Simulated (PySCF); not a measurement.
2,5-dimethylbenzaldehyde, C9H10O.
SMILES with atom numbers: `[CH3:1][c:2]1[cH:3][cH:4][c:5]([CH3:6])[c:7]([CH:8]=[O:9])[cH:10]1` (hydrogens: H11, H12, H13 on C1; H14 on C3; H15 on C4; H16, H17, H18 on C6; H19 on C8; H20 on C10)

Method: PBE0-D3(BJ)/def2-SVP geometry optimisation, gas phase (PySCF 2.14.0); density fitting, grid level 1; the optimiser is geomeTRIC in internal coordinates, started from a GFN2-xTB structure with every atom displaced at random (about 0.01 Å).

Step 1: E = -11521.8484 eV
```
atom  x, y, z in Å  |  force x, y, z in eV/Å
C1      3.0103    0.7451    0.0657    0.512  -0.681   0.085
C2      1.6002    0.2424    0.0981   -0.074   0.042   0.021
C3      1.2994   -1.0921    0.3623   -0.518  -0.235   0.099
C4     -0.0290   -1.5551    0.3886    0.636   0.275  -0.106
C5     -1.1023   -0.7120    0.1140   -0.024  -0.001   0.061
C6     -2.5005   -1.2445    0.1355   -0.086  -0.044  -0.143
C7     -0.8024    0.6436   -0.1630    0.136  -0.071   0.134
C8     -1.8250    1.6196   -0.5848    0.875   0.317  -0.482
O9     -2.9392    1.3661   -0.9451   -0.844  -0.111   0.114
C10     0.5218    1.0962   -0.1429   -0.135   0.015  -0.085
H11     3.1928    1.4947    0.8465    0.010   0.096   0.094
H12     3.2476    1.2121   -0.9006    0.019   0.036  -0.058
H13     3.7350   -0.0958    0.2259   -0.425   0.567  -0.106
H14     2.1080   -1.7980    0.5638    0.056  -0.027  -0.002
H15    -0.2111   -2.6070    0.6066   -0.075  -0.109   0.034
H16    -3.0105   -1.0740   -0.8247    0.048  -0.028   0.038
H17    -2.5000   -2.3214    0.3595   -0.012   0.050   0.027
H18    -3.1147   -0.7246    0.8855   -0.020   0.004   0.039
H19    -1.4235    2.6698   -0.6878   -0.077  -0.111   0.217
H20     0.7106    2.1516   -0.3672   -0.002   0.015   0.018
```

Step 2: E = -11521.8791 eV
```
atom  x, y, z in Å  |  force x, y, z in eV/Å
C1      3.0132    0.7456    0.0707    0.136  -0.178   0.045
C2      1.6030    0.2307    0.0815    0.008   0.085   0.012
C3      1.3031   -1.0991    0.3799   -0.227  -0.008  -0.010
C4     -0.0193   -1.5544    0.3872    0.155  -0.101   0.041
C5     -1.0985   -0.7236    0.0894   -0.030   0.082  -0.018
C6     -2.4999   -1.2540    0.1059    0.024   0.016   0.004
C7     -0.7988    0.6266   -0.2148   -0.031  -0.142  -0.328
C8     -1.8184    1.6252   -0.6033   -0.079   0.360   0.813
O9     -3.0016    1.4491   -0.7619    0.073  -0.233  -0.183
C10     0.5254    1.0730   -0.2069    0.072   0.044   0.033
H11     3.1646    1.5229    0.8367   -0.017   0.008  -0.010
H12     3.2705    1.1908   -0.9031   -0.010   0.015   0.002
H13     3.7377   -0.0640    0.2701   -0.125   0.136  -0.032
H14     2.1108   -1.7986    0.6135   -0.001   0.013  -0.005
H15    -0.2109   -2.6034    0.6292   -0.032  -0.001   0.003
H16    -2.9926   -1.1139   -0.8662   -0.010  -0.009  -0.015
H17    -2.5055   -2.3217    0.3652    0.000  -0.008  -0.006
H18    -3.1248   -0.7120    0.8327    0.017   0.008  -0.018
H19    -1.4055    2.6710   -0.6279    0.066  -0.080  -0.310
H20     0.7150    2.1262   -0.4420    0.011  -0.008  -0.018
```

Step 3: E = -11521.8967 eV
```
atom  x, y, z in Å  |  force x, y, z in eV/Å
C1      3.0199    0.7396    0.0758   -0.037   0.036   0.002
C2      1.6059    0.2333    0.0757    0.000   0.086  -0.033
C3      1.2930   -1.0937    0.3797    0.096  -0.099   0.022
C4     -0.0216   -1.5592    0.3843    0.015   0.051  -0.011
C5     -1.0927   -0.7184    0.0824   -0.087   0.032  -0.015
C6     -2.4981   -1.2384    0.0919    0.032  -0.044   0.072
C7     -0.7849    0.6296   -0.2215   -0.001   0.155  -0.148
C8     -1.8265    1.6223   -0.5606   -0.158  -0.370   0.287
O9     -3.0035    1.3677   -0.6671    0.070   0.379  -0.116
C10     0.5374    1.0816   -0.2255    0.059  -0.098   0.124
H11     3.1648    1.5220    0.8394   -0.015  -0.019  -0.033
H12     3.2878    1.1807   -0.8976   -0.015   0.004   0.018
H13     3.7357   -0.0647    0.2852    0.038  -0.062   0.017
H14     2.1010   -1.7910    0.6198    0.012   0.016   0.004
H15    -0.2194   -2.6075    0.6296    0.007   0.051  -0.016
H16    -2.9829   -1.1007   -0.8844   -0.015  -0.011   0.001
H17    -2.5141   -2.3042    0.3572    0.029  -0.034  -0.002
H18    -3.1227   -0.6868    0.8116    0.009  -0.010  -0.046
H19    -1.4406    2.6699   -0.6788   -0.041  -0.046  -0.113
H20     0.7291    2.1343   -0.4613    0.001  -0.017  -0.015
```

**Question.** Estimate the geometry and energy of step 4. (The exact step hangs on the optimiser's Hessian estimate; all steps are aligned on step 3, rigid shifts and turns removed.)

**Answer.** E = -11521.8777 eV, largest force 0.972 eV/Å
```
atom  x, y, z in Å  |  force x, y, z in eV/Å
C1      3.0108    0.7383    0.0781   -0.134   0.191  -0.043
C2      1.5974    0.2328    0.0749   -0.001  -0.022  -0.045
C3      1.2889   -1.0958    0.3786    0.137  -0.006   0.003
C4     -0.0249   -1.5558    0.3796   -0.031   0.046  -0.042
C5     -1.0981   -0.7146    0.0811   -0.046  -0.094   0.020
C6     -2.4883   -1.2717    0.0965   -0.052   0.151   0.040
C7     -0.8001    0.6370   -0.2198   -0.123  -0.086   0.307
C8     -1.8251    1.6602   -0.5148   -0.054  -0.086  -0.966
O9     -3.0155    1.5004   -0.6521    0.152  -0.162   0.401
C10     0.5273    1.0778   -0.2250    0.045   0.027   0.089
H11     3.1502    1.5210    0.8420    0.002  -0.015  -0.021
H12     3.2781    1.1834   -0.8936   -0.003  -0.002   0.015
H13     3.7249   -0.0621    0.2874    0.120  -0.159   0.041
H14     2.0986   -1.7913    0.6185   -0.002   0.010   0.008
H15    -0.2279   -2.6033    0.6218    0.018   0.034  -0.016
H16    -2.9806   -1.1545   -0.8789   -0.014   0.010  -0.041
H17    -2.4709   -2.3370    0.3661   -0.015   0.016  -0.018
H18    -3.1262   -0.7343    0.8138   -0.022   0.009  -0.003
H19    -1.3738    2.6562   -0.7585    0.027   0.136   0.272
H20     0.7228    2.1299   -0.4597   -0.005   0.002  -0.001
```

The energy changes by +0.0190 eV. The first-order estimate −F·Δx gives -0.0607 eV and the mean of the old and new forces, exact on a quadratic surface, +0.0166 eV. The step makes an angle of 67° with the force vector and moves no atom by more than 0.134 Å. The energy falls at the start of this step and ends higher, so the step passed the lowest point of its straight line.

The cost below is that of the whole optimisation. Time: 6.5 min; peak memory 0.89 GiB. Hardware: one thread of an Intel Xeon at 2.70 GHz, shared host with 64 logical CPUs at a one-minute load of 61.
